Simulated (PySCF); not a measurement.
Compound: [closo-8-(SH)B11H10]2- (charge -2).
Cartesian coordinates in Å at the PBE0-D3(BJ)/def2-SVP level; atoms count from 1:
```
atom  x, y, z in Å
B1     1.5746    0.0237   -0.0732
B2    -1.0200    0.8585   -1.1995
B3     0.4430    1.3803   -0.3298
B4    -1.0888    1.1571    0.5679
B5     0.5700   -1.2837    0.6512
B6     0.9844   -1.3708   -0.9679
B7    -0.7358   -1.0932   -0.8491
B8    -1.0906   -0.5808    1.0413
B9     0.6430    0.1442   -1.5976
B10    0.3922    0.4002    1.2048
B11   -2.0296   -0.0838   -0.2515
H12    2.7632    0.2302    0.1117
H13   -1.4544    1.5178   -2.1316
H14    0.8924    2.5050   -0.4532
H15   -1.6066    2.0917    1.1553
H16    0.8685   -2.1577    1.4476
H17    1.5592   -2.2849   -1.5286
H18   -1.2716   -2.0139   -1.4459
H19   -1.5705   -1.1348    2.0152
H20    0.9992    0.4612   -2.7220
S21    1.0000    0.9687    2.9146
H22    2.2629    0.5003    2.8051
H23   -3.2276   -0.2455   -0.3867
```

Theory: PBE0-D3(BJ)/def2-SVP geometry optimisation, gas phase (PySCF).

(1) Which atoms are bound to B1, and at what distances?

(2) List the angles at B1.

(3) Describe the arrangement about B1 in numbers.

(4) Which atoms are bound to B2, and at what distances?

(5) List the angles at B2.

(6) Describe the arrangement about B2 in numbers.

(7) What are the other bond lengths?

(8) Give some angles away from the centre.

(9) What are the rotational constants (commonest isotopes, rigid rotor)?

Answers

(1) 6 atoms: H12 1.221 Å, B6 1.759 Å, B10 1.781 Å, B3 1.785 Å, B9 1.791 Å, B5 1.801 Å. The nearest atom not counted as bound is H14, at 2.60 Å.

(2) 
| angle | degrees | distance of the outer atoms (Å) |
| --- | --- | --- |
| B9–B1–H12 | 128.6 | 2.72 |
| B5–B1–H12 | 127.2 | 2.72 |
| B6–B1–H12 | 122.5 | 2.63 |
| B3–B1–H12 | 120.7 | 2.63 |
| B10–B1–H12 | 120.1 | 2.62 |
| B3–B1–B6 | 108.5 | 2.88 |
| B6–B1–B10 | 108.0 | 2.86 |
| B3–B1–B5 | 104.8 | 2.84 |
| B9–B1–B10 | 104.6 | 2.83 |
| B5–B1–B9 | 95.8 | 2.66 |
| B3–B1–B10 | 61.4 | 1.82 |
| B3–B1–B9 | 59.8 | 1.78 |
| B5–B1–B10 | 59.6 | 1.78 |
| B6–B1–B9 | 56.3 | 1.68 |
| B5–B1–B6 | 56.1 | 1.67 |

(3) The three widest angles are 128.6°, 127.2° and 122.5°, the others run from 56.1° to 120.7°. Some of the bound atoms are bonded to each other. The B–B distances aren't all alike: 1.759 to 1.801 Å.

(4) 6 atoms: H13 1.222 Å, B11 1.675 Å, B3 1.780 Å, B4 1.794 Å, B9 1.853 Å, B7 2.003 Å. The nearest atom not counted as bound is H20, at 2.56 Å.

(5) 
| angle | degrees | distance of the outer atoms (Å) |
| --- | --- | --- |
| B7–B2–H13 | 135.2 | 3.00 |
| B4–B2–H13 | 130.4 | 2.75 |
| B11–B2–H13 | 121.4 | 2.54 |
| B3–B2–H13 | 120.5 | 2.62 |
| B9–B2–B11 | 116.5 | 3.00 |
| B3–B2–B11 | 112.6 | 2.87 |
| B9–B2–H13 | 111.3 | 2.56 |
| B4–B2–B9 | 108.1 | 2.95 |
| B3–B2–B7 | 94.8 | 2.79 |
| B4–B2–B7 | 89.7 | 2.68 |
| B7–B2–B9 | 62.3 | 2.00 |
| B4–B2–B11 | 60.9 | 1.76 |
| B3–B2–B4 | 60.1 | 1.79 |
| B3–B2–B9 | 58.7 | 1.78 |
| B7–B2–B11 | 55.8 | 1.75 |

(6) The three widest angles are 135.2°, 130.4° and 121.4°, the others run from 55.8° to 120.5°. Some of the bound atoms are bonded to each other. The B–B distances aren't all alike: 1.675 to 2.003 Å.

(7) B3–B10 1.822 Å; B5–B6, B8–B11 1.673 Å; B5–B7, B7–B8 1.994 Å; B5–B8 1.845 Å; B5–B10, B8–B10 1.784 Å; B6–B7, B7–B11 1.746 Å; B10–S21 1.902 Å. (A selection.)

(8) B1–B3–B2 111.6°, B1–B3–B4 112.1°, B1–B3–B9 60.3°, B1–B3–B10 59.2°, B2–B3–B9 62.7°, B2–B3–B10 103.4°, B2–B4–B10 104.5°, B1–B5–B6 60.7°, B1–B5–B7 89.6°, B1–B5–B8 108.1°.

(9) A = 1643, B = 915.6, C = 826.8 MHz: an asymmetric top.

Charge -2, singlet. Whether so highly charged an anion holds all its electrons in the gas phase wasn't checked; a finite basis holds them in any case. The ion is multiply charged and computed without counter-ions or solvent. Not checked by PBE0-D3(BJ)/def2-SVP frequencies.
